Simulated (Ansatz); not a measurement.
B₂Sb⁺. Total charge 1; singlet. Geometry relaxed at PBE-D4/def2-TZVP.

Cartesian coordinates in Å:
```
B 0.1693 -0.6905 -0.7339
B -0.8846 -0.3949 0.3249
Sb 0.7153 1.0855 0.4090
```

In the def2 sets Sb takes a core potential; there is no spin–orbit coupling. The structure comes from a short search, and lower isomers may exist.

Problem. Estimate the harmonic wavenumbers at RKS PBE-D4/def2-TZVP (Ansatz, unscaled). Is this a minimum?

Solution. 486, 547, 1194 cm⁻¹. Yes, no mode is imaginary beyond noise. Zero-point energy 13.3 kJ/mol. Hardware: 4 threads of Arm Neoverse V2 on a shared host. Wall time 5.5 s.
